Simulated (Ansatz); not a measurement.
One change: `[OH][GeH2][SH]` becomes `[PH2][GeH2][SH]`.

Ansatz, PBE0-D4/def2-TZVP geometries, multiplicity 1. Each molecule was computed in one conformer, which needn't be the lowest.

Scalar relativity is left out up to krypton.

```tsv
property	`[OH][GeH2][SH]`
HOMO–LUMO gap (B3LYP/def2-TZVPP) / eV	7.21
HOMO–LUMO gap (PBE0/def2-TZVPP) / eV	7.79
LUMO energy (PBE0/def2-TZVPP) / eV	0.18
LUMO energy (ωB97M-V/def2-TZVPP) / eV	1.98
ideal-gas entropy at 298 K and 1 bar (rigid rotor, harmonic PBE0-D4/def2-TZVP) / J/(mol·K)	314
HOMO energy (PBE0/def2-TZVPP) / eV	-7.61
```

What does the change do to each property? (Best estimate.)

Computed: 
```csv
property,`[PH2][GeH2][SH]`,shift
HOMO–LUMO gap (B3LYP/def2-TZVPP) / eV,6.05,-1.16
HOMO–LUMO gap (PBE0/def2-TZVPP) / eV,6.55,-1.24
LUMO energy (PBE0/def2-TZVPP) / eV,-0.55,-0.73
LUMO energy (ωB97M-V/def2-TZVPP) / eV,1.31,-0.67
"ideal-gas entropy at 298 K and 1 bar (rigid rotor, harmonic PBE0-D4/def2-TZVP) / J/(mol·K)",340,26
HOMO energy (PBE0/def2-TZVPP) / eV,-7.10,0.51
```

With PBE0 the HOMO rises by 0.51 eV and the LUMO falls by 0.73 eV, so the gap narrows by about 1.24 eV. PBE moves the HOMO by 0.40 eV and ωB97M-V by 0.66 eV. The zero-point energy changes by 9.9 kJ/mol with +3 modes.

B3LYP here is the variant with VWN-RPA as its local correlation; programs differ in this.
